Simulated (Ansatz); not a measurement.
`CCBS`, relaxed with RKS PBE0-D4/def2-TZVP in Ansatz 0.2.0 from a PBE-D4/def2-SVP geometry. The force threshold is 0.005 eV/Å; the program also tests the step.

The species carries charge 0 and has multiplicity 1.

Start:

```xyz
11

C    -1.000    1.029   -0.459
C     0.089    0.343    0.383
B     0.853   -0.820   -0.350
S     1.341   -2.379    0.379
H    -1.829    0.330   -0.697
H    -0.595    1.393   -1.426
H    -1.445    1.899    0.067
H     0.886    1.092    0.619
H    -0.315    0.027    1.370
H     1.207   -0.712   -1.511
H     0.808   -2.203    1.625
```

```json
{"step": "1", "energy (eV)": "-13694.6815", "largest force (eV/Å)": "0.480", "largest move (Å)": "0.000"}
{"step": "2", "energy (eV)": "-13694.7174", "largest force (eV/Å)": "0.172", "largest move (Å)": "0.023"}
{"step": "3", "energy (eV)": "-13694.7208", "largest force (eV/Å)": "0.082", "largest move (Å)": "0.015"}
{"step": "4 (rejected)", "energy (eV)": "-13694.7208", "largest force (eV/Å)": "0.050", "largest move (Å)": "0.016"}
{"step": "5", "energy (eV)": "-13694.7212", "largest force (eV/Å)": "0.042", "largest move (Å)": "0.008"}
{"step": "6", "energy (eV)": "-13694.7212", "largest force (eV/Å)": "0.014", "largest move (Å)": "0.003"}
{"step": "7", "energy (eV)": "-13694.7212", "largest force (eV/Å)": "0.003", "largest move (Å)": "0.001"}
```

End:

```xyz
11

C    -0.989    1.020   -0.458
C     0.093    0.343    0.384
B     0.843   -0.812   -0.352
S     1.321   -2.360    0.379
H    -1.799    0.325   -0.696
H    -0.583    1.382   -1.405
H    -1.431    1.871    0.065
H     0.871    1.086    0.621
H    -0.313    0.026    1.350
H     1.177   -0.705   -1.497
H     0.811   -2.176    1.610
```

Hardware: 2 threads of a server CPU on a shared host. Wall time 34 s, peak host memory 0.42 GiB.
